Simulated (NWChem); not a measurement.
System: CaCl cation; SMILES [Cl][Ca+]

Results from NWChem. Coordinates come from a PBE0/def2-SVP optimisation. Vertical excitations in the gas phase; the lowest state need not have the same character in each row.

**Question.** Order these by “lowest excitation, singlet (eV)”, lowest first: LDA (Slater exchange, VWN5)/def2-SVPD, full TDDFT; PBE0/def2-SVPD, full TDDFT; PBE/def2-SVPD, full TDDFT.

**Answer.** PBE/def2-SVPD, full TDDFT (3.93), LDA (Slater exchange, VWN5)/def2-SVPD, full TDDFT (4.11), PBE0/def2-SVPD, full TDDFT (4.58)
